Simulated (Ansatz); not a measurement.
Z-matrix (Å, degrees):
```
Nb
F 1 1.836
Cl 1 2.310 2 87.6
Cl 1 2.310 2 87.6 3 169.9
F 1 1.836 2 129.6 3 84.9
Cl 1 2.246 2 115.2 3 -95.1
```

The species carries charge 0 and has multiplicity 1. Nb: def2 effective core potential.

Problem. List the PBE0/def2-TZVPP orbital energies in eV (the Gaussian-basis code of Ansatz). (Best estimate.)

Solution. Ansatz gave: Occupied: -2768.79, -2767.85, -2767.85, -675.07, -675.07, -260.64, -259.70, -259.70, -198.87, -198.80, -198.80, -197.92, -197.92, -197.89, -197.89, -197.87, -197.87, -69.20, -43.90, -43.43, -43.17, -33.60, -32.88, -23.95, -23.29, -22.86, -14.88, -14.43, -14.11, -13.61, -13.46, -13.05, -12.28, -12.07, -11.57, -10.90, -10.18, -9.87, -9.82, -9.81, -9.62. Lowest empty: -4.35, -3.85, -2.71, -2.66, -0.87, 0.25, 0.96, 1.10.
